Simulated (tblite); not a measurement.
A tight-binding relaxation on `[H]/N=[C]\[Se][Si@H](N)[SiH3]` [radical].

Computed with GFN2-xTB geometry optimisation, gas phase (tblite 0.8.0). Start geometry: from a force field or distance geometry. The input is one job of a driver script: a line of settings, then coordinates in Å.

Command:
```bash
OMP_NUM_THREADS=1 python probes_run.py task.json out
```

Input:
```
{"job": {"kind": "relax", "xc": "GFN2-xTB", "basis": "xTB"}, "charge": 0, "multiplicity": 2}
N      2.937600    -0.796200    -0.195800
C      2.598200     0.442300    -0.354100
Se     1.292900     1.250900     0.794900
Si    -0.375800     0.775000    -0.708000
N     -1.865100     1.643900    -0.231900
Si    -0.788300    -1.429300    -0.690300
H      2.491900    -1.368500     0.532900
H      0.043100     1.187200    -2.044400
H     -2.082000     1.364300     0.743600
H     -1.623900     2.659600    -0.212500
H     -1.140000    -1.850500     0.674400
H     -1.903000    -1.724500    -1.597400
H      0.409900    -2.153700    -1.122100
```

What does the run print?

```
step      E/eV     max force
  0    -492.20649    5.281
  1    -492.41043    5.939
  2    -492.60395    1.133
  3    -492.65561    0.757
  4    -492.77704    0.877
  5    -492.83521    0.647
  6    -492.87035    0.472
  7    -492.89301    0.538
  8    -492.91754    0.534
  9    -492.93155    0.377
... (143 lines left out)
153    -493.21328    0.018
154    -493.21332    0.015
155    -493.21338    0.018
156    -493.21341    0.023
157    -493.21345    0.018
158    -493.21349    0.016
159    -493.21352    0.014
160    -493.21355    0.013
161    -493.21356    0.013
162    -493.21357    0.005
```

«max force» is the largest atomic force in eV/Å.

From which step on does the largest force stay under 0.1 eV/Å, and how much energy is left to gain from there?

From step 122 (0.083 eV/Å), 5.5 meV above the end.

In short: energy lowered by 23.2 kcal/mol over 162 steps; largest atomic force 0.005 eV/Å at the end.

On Arm Neoverse V1, one thread, no GPU, shared host with 32 logical CPUs at a one-minute load of 23, this took 1.2 s of wall time.
Labels such as C1 count atoms from 1, the log's own numbers from 0.
